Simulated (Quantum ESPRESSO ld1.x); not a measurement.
The numbers below are computed, except where a source is named.
The table gives one normalised radial function P(r) = r R(r) of Zr4+ in [Ar] 3d10 4s2 4p5 5s1 (r in bohr). Level of theory: scalar-relativistic Kohn-Sham, LDA (Slater exchange, Perdew-Wang correlation), spin-polarised, spherical densities, point nucleus; open shells are filled with parallel spins first (spin-orbit coupling, left out, can overturn this in heavy ions) (ld1.x of Quantum ESPRESSO 7.5).

r         P
0.001255   0.0006
0.00166    0.0010
0.002197   0.0017
0.002906   0.0029
0.003845   0.0047
0.005047   0.0077
0.006678   0.0128
0.008836   0.0210
0.01169    0.0340
0.01547    0.0541
0.02047    0.0843
0.02708    0.1273
0.03583    0.1838
0.04741    0.2496
0.06223    0.3090
0.08234    0.3380
0.1089     0.2942
0.1442     0.1414
0.1907    -0.1162
0.2524    -0.3939
0.3339    -0.5305
0.4418    -0.3758
0.5846     0.0754
0.7673     0.6103
1.015      0.9675
1.343      0.9457
1.777      0.6283
2.352      0.2778
3.112      0.0760
4.117      0.0113
5.447      0.0008
7.207      0.0000

Which n and l does it have? It may be an empty orbital.

Answer. n = 4, l = 1: the number of nodes gives n - l - 1 = 2, the rise at small r (about r^(l+1), flatter next to the nucleus through relativity) gives l, and the extent must fit the shell. The curve is that of 4p down; the table hardly tells the two spins apart. 4p down: eigenvalue -77.986 eV, 2 radial nodes at r = 0.170, 0.562 bohr, <r> = 1.29 bohr, 90 % of the charge inside 1.89 bohr.
